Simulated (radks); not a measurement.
Results of a calculation; reference values are marked as such.
Effect of the nuclear size on the iron ion Fe+, [Ar] 3d6 4s1. Level of theory: Dirac Kohn-Sham, exchange-only LDA, spin-unpolarised, spherical densities, finite nucleus; open shells fill j = l - 1/2 first; Fermi nuclear charge, rms radius 3.7377 fm (a radial shooting solver on a logarithmic mesh with Libxc functionals). The rms radius is varied about that value; shifts are against it.

rms radius (fm)	total energy shift (eV)	density at nucleus (e/bohr^3)	1s1/2 shift (meV)	2s1/2 shift (meV)	3s1/2 shift (meV)
3.1957	-0.0297	1.511e+04	-12.6	-1.14	-0.163
3.4873	-0.0143	1.505e+04	-6.06	-0.546	-0.079
3.7377	0	1.501e+04	0.000	0.000	0.000
3.8947	0.00942	1.498e+04	4.00	0.361	0.052
4.1488	0.0255	1.494e+04	10.8	0.975	0.140

Slopes of the eigenvalues against <r^2> in GHz/fm^2, as finite differences over the two radii next to the reference (eigenvalue slopes, not the field-shift constants of lines): 1s1/2 809, 2s1/2 72.9, 3s1/2 10.5.
